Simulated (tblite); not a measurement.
Parent: `[CH3:1][Si@@H:2]([OH:3])[SH:4]` with C1–Si2–O3–H 152°, C1–Si2–S4–H 56°, CH6OSSi.

Structures optimised with GFN2-xTB, isolated species. One conformer each, not checked by frequencies here.

```tsv
coordinate of the parent	value
C1–Si2	1.889 Å
Si2–O3	1.618 Å
Si2–S4	2.166 Å
C1–Si2–O3	107.2°
C1–Si2–S4	111.5°
O3–Si2–S4	106.9°
```

How does the shared frame change in `[CH3:1][O:2][Si@:3]([CH3:4])([OH:5])[SH:6]` with C1–O2–Si3–C4 -72°, O2–Si3–O5–H -38°, O2–Si3–S6–H 169°, C2H8O2SSi? Atoms pair as C1 = C4, Si2 = Si3, O3 = O5, S4 = S6 (parent first).

```tsv
parent	relative	value in the relative	change
C1–Si2	C4–Si3	1.894 Å	+0.005
Si2–O3	Si3–O5	1.618 Å	0.000
Si2–S4	Si3–S6	2.172 Å	+0.006
C1–Si2–O3	C4–Si3–O5	107.1°	-0.1
C1–Si2–S4	C4–Si3–S6	110.5°	-1.0
O3–Si2–S4	O5–Si3–S6	111.4°	+4.5
```

Of the parent's bonds, C1–Si2 and Si2–S4 change most and about equally (+0.005 to +0.006 Å). Bonds of the relative outside the shared frame: C1–O2 1.401, O2–Si3 1.622 Å. Point group C1 → C1.

How does the shared frame change in `[CH3:1][CH2:2][O:3][Si@:4]([CH3:5])([OH:6])[SH:7]` with C1–C2–O3–Si4 173°, C2–O3–Si4–C5 70°, O3–Si4–O6–H -159°, O3–Si4–S7–H -27°, C3H10O2SSi? Atoms pair as C1 = C5, Si2 = Si4, O3 = O6, S4 = S7 (parent first).

| parent | relative | value in the relative | change |
| --- | --- | --- | --- |
| C1–Si2 | C5–Si4 | 1.902 Å | +0.013 |
| Si2–O3 | Si4–O6 | 1.629 Å | +0.011 |
| Si2–S4 | Si4–S7 | 2.152 Å | -0.014 |
| C1–Si2–O3 | C5–Si4–O6 | 110.6° | +3.4 |
| C1–Si2–S4 | C5–Si4–S7 | 110.8° | -0.7 |
| O3–Si2–S4 | O6–Si4–S7 | 109.6° | +2.7 |

Of the parent's bonds, C1–Si2 and Si2–S4 change most and about equally (-0.014 to +0.013 Å). Bonds of the relative outside the shared frame: C1–C2 1.519, C2–O3 1.409, O3–Si4 1.613 Å. Point group C1 → C1.

How does the shared frame change in `[CH3:1][Si:2]([CH3:3])([OH:4])[SH:5]` with C1–Si2–O4–H 65°, C1–Si2–S5–H 113°, C2H8OSSi? Atoms pair as C1 = C1, Si2 = Si2, O3 = O4, S4 = S5 (parent first).

```tsv
parent	relative	value in the relative	change
C1–Si2	C1–Si2	1.900 Å	+0.011
Si2–O3	Si2–O4	1.636 Å	+0.018
Si2–S4	Si2–S5	2.162 Å	-0.004
C1–Si2–O3	C1–Si2–O4	112.0°	+4.8
C1–Si2–S4	C1–Si2–S5	110.3°	-1.2
O3–Si2–S4	O4–Si2–S5	101.1°	-5.8
```

Of the parent's bonds, Si2–O3 changes most (+0.018 Å). Bonds of the relative outside the shared frame: Si2–C3 1.899 Å.

All values are computed, not measured.
